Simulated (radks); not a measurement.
The table gives one normalised radial function P(r) = r R(r) (large component) of Cd41+ in [He] 2s2 2p3 (r in bohr). All-electron calculation, Dirac Kohn-Sham, LB94 model potential, spin-unpolarised, spherical densities, finite nucleus; open shells fill j = l - 1/2 first; Fermi nuclear charge, rms radius 4.6087 fm. Program: a radial shooting solver on a logarithmic mesh with Libxc functionals.

r          P
0.002461  1.6443
0.003283  2.0703
0.004378  2.5728
0.005839  3.1418
0.007788  3.7482
0.01031   4.3198
0.01374   4.8005
0.01833   5.0515
0.02445   4.9437
0.03261   4.3928
0.04349   3.4325
0.05755   2.2936
0.07676   1.2131
0.1024    0.4761
0.1365    0.1257
0.1821    0.0196
0.241     0.0016
0.3214    0.0001
0.4286    0.0000

Which n and l does it have? It may be an empty orbital.

Answer. n = 1, l = 0: the number of nodes gives n - l - 1 = 0, the rise at small r points to l (this Dirac orbital starts outside the nucleus as r^gamma with gamma = sqrt((l + 1)^2 - (Z/c)^2) = 0.94; the j = 1/2 orbital of l + 1 starts with the same power, but with a smaller coefficient, and then steepens), and the extent must fit the shell. The curve is that of 1s1/2. 1s1/2: eigenvalue -29918 eV, 0 radial nodes, <r> = 0.0303 bohr, 90 % of the charge inside 0.0543 bohr.
